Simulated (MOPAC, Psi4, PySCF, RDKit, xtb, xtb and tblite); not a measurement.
Two geometries of SMILES [SiH2](CF)[GeH3] (CH7FGeSi), relaxed at GFN2-xTB with one dihedral held; other torsions can differ between them too.

Structure A

```
11

F     -1.0579     1.3152    -0.8935
C     -1.6339     0.2446    -0.2397
Si    -0.2497    -0.7992     0.5900
Ge     0.1128     0.0102     2.7532
H     -2.3457     0.6651     0.4764
H     -2.1912    -0.3105    -0.9979
H     -0.7407    -2.1821     0.6229
H      0.9280    -0.7092    -0.2718
H      0.9406    -0.8985     3.6098
H     -1.1393     0.2058     3.5575
H      0.8078     1.3318     2.8634
```

Structure B

```
11

F     -1.1108     1.3334    -0.8893
C     -1.6350     0.2347    -0.2423
Si    -0.2341    -0.7929     0.5674
Ge    -1.2356    -2.6197     1.6291
H     -2.3497     0.6208     0.4907
H     -2.1888    -0.3321    -0.9969
H      0.6862    -1.2069    -0.4941
H      0.4700     0.0767     1.5126
H     -0.2655    -3.6740     2.0638
H     -2.2350    -3.3846     0.8135
H     -1.9903    -2.3091     2.8866
```

Q: Which is lower in energy at the level DF-MP2 (frozen core)/cc-pVTZ // GFN2-xTB run with Psi4, and by how much?

A: B is lower, by 1.10 kcal/mol (dihedral F1–C2–Si3–Ge4: 90° in A, 180° in B).

E(B) − E(A) in kcal/mol at the other levels, on the same two geometries: GFN2-xTB (xtb and tblite) -0.53; PBE0/def2-TZVP // GFN2-xTB (Psi4) -1.05; PBE0-D3(BJ)/def2-TZVP // GFN2-xTB (Psi4) -1.05; PBE/def2-TZVP // GFN2-xTB (Psi4) -1.12; PBE-D3(BJ)/def2-TZVP // GFN2-xTB (Psi4) -1.11; wB97X-D/def2-TZVP // GFN2-xTB (Psi4) -0.96; HF/cc-pVTZ // GFN2-xTB (Psi4) -0.87; UFF // GFN2-xTB (RDKit) -0.94; PM6, restricted, heats of formation // GFN2-xTB (MOPAC) -0.36; AM1, restricted, heats of formation // GFN2-xTB (MOPAC) -0.94; GFN1-xTB // GFN2-xTB (xtb) 0.05; restricted B3LYP/6-31G*, spherical d, density fitting // GFN2-xTB (PySCF) -1.26; restricted Hartree-Fock/STO-3G // GFN2-xTB (PySCF) -0.94; restricted Hartree-Fock/6-31G*, spherical d, density fitting // GFN2-xTB (PySCF) -0.79.
